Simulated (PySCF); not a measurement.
Computed with PBE-D3(BJ)/def2-TZVP // r2SCAN-D4/def2-SVP (PySCF). All species are isolated molecules in the gas phase. 

Reference species: [Zn(Cl)(Br)] (neutral, multiplicity 1).

```
Item                                                            Value
------------------------------------------------------------  -------
charge on the central atom (Mulliken)                          0.50 e
mean distance from the central atom to its bonded neighbours  2.154 Å
coordination number                                                 2
```

Changed species: [Zn(Cl)2] (0 of 2 Cl replaced by Br; the reference has 1 of 2 Cl replaced by Br).

**Question.** Give the shifts of the charge on the central atom (Mulliken), mean distance from the central atom to its bonded neighbours and coordination number.

**Answer.** the charge on the central atom (Mulliken) goes up by 0.04 e, to 0.54 e; the mean distance from the central atom to its bonded neighbours decreases by 0.065 Å, to 2.089 Å; the coordination number is nearly the same.
